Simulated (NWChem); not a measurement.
System: GeN$_{3}$H$_{7}$; SMILES [NH2][GeH]([NH2])[NH2]

```xyz
11

Ge     0.0350     0.0153     0.2429
N      0.1580     1.7254    -0.4662
N      1.3406    -1.1683    -0.3132
N     -1.5020    -0.7875    -0.4118
H      0.2185     0.1929     1.7803
H     -0.2146     2.4551     0.1519
H     -0.2923     1.8212    -1.3841
H      2.2810    -0.8710    -0.0270
H      1.3518    -1.2762    -1.3350
H     -2.3672    -0.3031    -0.1479
H     -1.5889    -1.7710    -0.1289
```
Atoms are numbered in this order, from 1.

Level: PBE-D3(BJ)/def2-SVP (NWChem), optimised geometry, unscaled harmonic frequencies. 

List the harmonic frequencies with IR intensities, and the thermochemistry.


```tsv
frequency (cm⁻¹)	IR intensity (km/mol)
117	28.6
182	5.5
185	1.5
220	8.9
235	9.8
292	49.9
498	129.8
542	223.4
573	145.9
646	7.0
666	104.9
668	21.3
688	38.4
713	72.3
863	35.4
882	27.1
906	33.9
1490	21.8
1493	19.9
1500	15.1
2043	180.2
3436	4.7
3438	3.6
3441	4.8
3531	8.5
3540	7.1
3540	8.3
```

zero-point energy: 51.9 kcal/mol
thermal correction to the enthalpy at 298.15 K (with zero-point energy): 57.3 kcal/mol
heat capacity Cv: 26.6 cal/(mol K)
entropy at 298.15 K and 1 atm (symmetry number 1): 82.9 cal/(mol K)
dipole moment: 1.31 D

Rigid rotor and harmonic oscillator.
